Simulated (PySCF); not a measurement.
NICS in rings of unrelated molecules.

Probes without a nucleus sit at each ring's centroid and 1 Å off its mean plane on both sides; NICS is minus the shielding there, NICSzz its component along the normal. Level: GIAO PBE0/pcSseg-1 (PySCF, non-relativistic, gas phase) on the GFN2-xTB geometries, one conformer each. Atom numbers follow the mapped SMILES.

Problem. Order these rings by mean NICS(1)zz, lowest (most negative) first (ppm).
A. ring C3–C4–C5–C6–C7–O8 in `[F:1][CH2:2][C:3]1=[CH:4][CH2:5][CH:6]=[CH:7][O:8]1`
B. ring C3–O4–C5–C7–P8 in `[CH3:1][CH2:2][c:3]1[o:4][c:5]([CH3:6])[cH:7][p:8]1`
C. ring C3–C4–C5–C6–N10–C11 in `[CH2:1]=[CH:2][c:3]1[cH:4][cH:5][c:6]2[cH:7][cH:8][cH:9][n:10]2[cH:11]1`
D. ring C3–C4–C5–P6–C8 in `[CH3:1][O:2][c:3]1[cH:4][cH:5][p:6]([CH3:7])[cH:8]1`
E. ring C4–C5–C6–C7–S8 in `[CH:1]#[C:2][PH:3][c:4]1[cH:5][cH:6][cH:7][s:8]1`
F. ring N3–C4–C5–C6–C7 in `[CH3:1][CH2:2][n:3]1[cH:4][cH:5][cH:6][cH:7]1`
G. ring C5–C6–C7–P8–C9–N10 in `[F:1][C:2]([F:3])([F:4])[c:5]1[cH:6][cH:7][p:8][cH:9][n:10]1`

Solution. F (-29.7), G (-26.5), E (-25.3), B (-23.2), C (-16.4), D (-10.0), A (7.4).

```tsv
SMILES	ring	NICS(0)	NICS(1)	NICS(1)zz	HOMA	rms pucker (Å)	ring atoms with four or more neighbours
CCn1cccc1	5-membered ring with N; formal bonds all aromatic	-13.9	-11.0	-29.7	0.92	0.00	0
FC(F)(F)c1ccpcn1	6-membered ring with N and P; formal bonds all aromatic	-6.8	-10.9	-26.5	0.89	0.00	0
C#CPc1cccs1	5-membered ring with S; formal bonds all aromatic	-11.7	-10.8	-25.3	0.79	0.01	0
CCc1oc(C)cp1	5-membered ring with O and P; formal bonds all aromatic	-10.5	-10.2	-23.2	0.44	0.00	0
C=Cc1ccc2cccn2c1	6-membered ring with N; formal bonds all aromatic	-5.3	-7.3	-16.4	0.81	0.00	0
COc1ccp(C)c1	5-membered ring with P; bonds drawn aromatic by RDKit's count	-5.6	-5.7	-10.0	0.07	0.05	0
FCC1=CCC=CO1	6-membered ring with O; formal bonds 2 double, 4 single	3.5	0.8	7.4	–	0.00	1
```

NICS(0) gives another order. The isotropic NICS(1) gives the same order. Over the 6 rings with a HOMA value its correlation coefficient with NICS(1)zz is -0.77. HOMA uses Krygowski's 1993 parameters; it is left out where a ring has a four-coordinate atom, a triple bond, no multiple bond or a kind of bond without parameters. NICS(1) and NICS(1)zz are means over the two faces.
